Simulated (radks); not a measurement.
Valence configurations of Sn+ (all share [Kr]). Method: scalar-relativistic Kohn-Sham, LDA (Slater exchange, Perdew-Wang correlation), spin-polarised, spherical densities, point nucleus; open shells are filled with parallel spins first (spin-orbit coupling, left out, can overturn this in heavy ions); computed with a radial shooting solver on a logarithmic mesh with Libxc functionals. Energies are relative to 4d10 5s2 5p1; eigenvalues in eV for spin up.

| valence | E (eV) | moment (Bohr magnetons) | e(4d) | e(5p) | e(5s) |
|---|---|---|---|---|---|
| 4d10 5s2 5p1 | 0.000 | 1 | -33.960 | -10.807 | -18.428 |
| 4d10 5s1.5 5p1.5 | 3.353 | 2 | -34.708 | -11.385 | -19.126 |
| 4d10 5s1 5p2 | 6.391 | 3 | -35.397 | -11.903 | -19.761 |
| 4d9.5 5s2 5p1.5 | 11.984 | 2 | -37.201 | -11.726 | -19.750 |
| 4d9 5s2 5p2 | 24.904 | 3 | -40.426 | -12.599 | -21.016 |
| 4d9 5s1 5p3 | 31.243 | 5 | -41.687 | -13.541 | -22.170 |
| 4d9 5p4 | 42.025 | 3 | -43.092 | -13.827 | - |
| 4d8 5s2 5p3 | 53.545 | 5 | -46.851 | -14.247 | -23.417 |
| 4d7 5s1 5p5 | 97.696 | 5 | -54.676 | -16.095 | -26.202 |
| 4d7 5p6 | 108.90 | 3 | -55.735 | -16.134 | - |

NIST lists [Kr] 4d10 5s2 5p1 as the ground configuration; this level of theory agrees among the configurations tried. The energies are those of spherical high-spin densities, not of single terms.
